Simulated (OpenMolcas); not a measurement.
Co2+ (d7) in a complex was computed by SS-CASPT2, IPEA 0.25 Eh, imaginary shift 0.1 Eh with the d shell active (OpenMolcas, ANO-RCC-VTZP on the metal). Its lowest spin-free states, and all those of the highest spin:

```json
{"2S+1": "4", "Degeneracy": "1", "E (cm-1)": "0"}
{"2S+1": "4", "Degeneracy": "3", "E (cm-1)": "2400"}
{"2S+1": "4", "Degeneracy": "3", "E (cm-1)": "4320"}
{"2S+1": "2", "Degeneracy": "2", "E (cm-1)": "14860"}
{"2S+1": "2", "Degeneracy": "3", "E (cm-1)": "15040"}
{"2S+1": "2", "Degeneracy": "1", "E (cm-1)": "15270"}
{"2S+1": "4", "Degeneracy": "3", "E (cm-1)": "16050"}
{"2S+1": "2", "Degeneracy": "3", "E (cm-1)": "16460"}
{"2S+1": "2", "Degeneracy": "3", "E (cm-1)": "19370"}
{"2S+1": "2", "Degeneracy": "3", "E (cm-1)": "20300"}
{"2S+1": "2", "Degeneracy": "2", "E (cm-1)": "21590"}
{"2S+1": "2", "Degeneracy": "3", "E (cm-1)": "22500"}
```

Problem. Is the site octahedral, tetrahedral or cube-like, axial, or of lower symmetry?

Solution. The states with 2S+1 = 4 have orbital degeneracies 1, 3, 3, 3. Threefold states need a cubic site. For d7 at this spin an octahedron puts the threefold T1 below the threefold T2 and a tetrahedron or cube puts the single A2 below the threefold T2, so the site is a tetrahedron or a cube, which this pattern cannot tell apart. The first gap at this spin, 2400 cm-1, is |10Dq| in ligand-field theory. The run had Co2+ with 4 ligands (chloride) in tetrahedral coordination (Td) at 2.34 Å. A charge of +0.5 e stands 2.6 Å behind each ligand. Ligand basis ANO-RCC-VDZP.

Roots that are degenerate in the reference are averaged as groups; the widest CASPT2 spread within a group is 400 cm-1 (the 3-fold group of multiplicity 4 near 4320 cm-1 above the lowest state of its run). Shifts and gaps below about the spread of the groups concerned are not significant. Over all roots computed the reference weight is 0.71 to 0.74; a low but even weight reflects the number of correlated electrons. A single d shell leaves out the double-shell effect, which counts most for late 3d ions, where the CASPT2 field can be off either way by tens of per cent. Ligand-to-metal charge-transfer states are missing. These CASPT2 states fit no ligand-field parameters well, so their order and spin gaps are uncertain. For late 3d ions with one d shell CASPT2 can put B and the spin-flip bands somewhat low as well as high. With one d shell and no ligand orbital active, 10Dq can be off by tens of per cent for divalent 3d ions, low with halides held by bare charges and at times high in hosts, and the orbital part of g and χT goes as 1/10Dq. Free-ion shares, where given, are those of the reference states; single-state CASPT2 does not remix them. No measured value stands beside these numbers; the geometry is a model, was not optimised and need not be the one that this ion takes.
